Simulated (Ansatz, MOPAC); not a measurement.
Pair of molecules: GaH3O (SMILES [OH][GaH2]) (first 5 atoms) with H2O (SMILES O); geometry from B3LYP-D3(BJ)/def2-TZVP, rigid monomers moved along the line of their centres of mass till H3···O6 is 3.43 Å.
(charge 0, multiplicity 1):
```xyz
8

O     -0.44825    -0.98186     1.02826
Ga     0.38575    -0.38299    -0.43807
H     -0.36310    -0.40265     1.80231
H      0.24031    -1.32181    -1.67654
H      1.16037     0.97719    -0.36172
O     -0.54952     1.02587     4.91849
H     -0.17583     0.47051     5.61168
H     -1.45428     1.21135     5.19341
```

Counterpoise-corrected where a basis set is named; no monomer relaxation.

Correlated levels freeze the cores. Filled d and f shells under p-block atoms count as core. The state that AM1 reach isn't checked.

Programs: Ansatz (a program for electronic structure) with Gaussian orbitals; MOPAC for AM1 (differences of heats of formation). 

Task: Predict the interaction energy from AM1.

Result: -0.5 kcal/mol
